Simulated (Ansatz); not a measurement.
HCl, charge +1, doublet, at a GFN2-xTB geometry (a state made from the parent by changing its charge; the spin is typed, not shown lowest), atoms displaced at random by about 0.05 Å a coordinate. Base run: B3LYP/def2-TZVP (Ansatz, a program for electronic structure).

Ansatz was given this input:
Ansatz 0.2 input:
```yaml
crystal:
  periodic: [false, false, false]
  atoms:
    - {symbol: Cl, position_ang: [-0.06553216, -0.01671922, -0.03468947]}
    - {symbol: H, position_ang: [0.01981166, -0.00264544, 1.21613620]}
basis:
  gaussian:
    orbitals: def2-TZVP
hamiltonian:
  xc: b3lyp
total_charge: 1
magnetization: {spin_polarized: true, initial_magnetization: 1}
relax: {}
```

Variants of this job, named by their change:

```tsv
change	ΔE vs base (kJ/mol)	optimiser steps
base	0.00	4
relax = f_tol: 0.0005	0.00	5
relax = max_displacement: 0.02	0.00	5
relax = f_tol: 0.1	0.00	4
relax = escape_saddle: false	0.00	4
relax = f_tol: 0.05	0.00	4
relax = f_tol: 0.002	0.00	4
```
